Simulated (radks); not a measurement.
Values are calculated unless marked as measured or tabulated.
The mean radii <r> (bohr) of the occupied orbitals of an atom or ion are listed with their occupations. Code: a radial shooting solver on a logarithmic mesh with Libxc functionals. Model: Dirac Kohn-Sham, PBE, spin-unpolarised, spherical densities, point nucleus.

| orbital | occ. | <r> |
|---|---|---|
| 1s1/2 | 2 | 0.03916 |
| 2s1/2 | 2 | 0.1722 |
| 2p1/2 | 2 | 0.1475 |
| 2p3/2 | 4 | 0.1517 |
| 3s1/2 | 2 | 0.4919 |
| 3p1/2 | 2 | 0.4913 |
| 3p3/2 | 4 | 0.5018 |
| 3d3/2 | 4 | 0.4962 |
| 3d5/2 | 6 | 0.4998 |
| 4s1/2 | 2 | 1.357 |
| 4p1/2 | 2 | 1.545 |
| 4p3/2 | 4 | 1.579 |
| 5s1/2 | 2 | 4.333 |

Name the element and its charge. Open shells, if any, are shared by 2j + 1.

Answer. Z = 38, strontium, charge 0: Sr in [Kr] 5s2. The 1s radius gives Z: for a bare nucleus <r> = (2 gamma + 1)/(2Z) with gamma = sqrt(1 - (Z/c)^2), 0.03844 bohr for Z = 38, and screening makes it slightly larger (0.03916 here). The occupations add up to 38, and the charge is Z minus that.
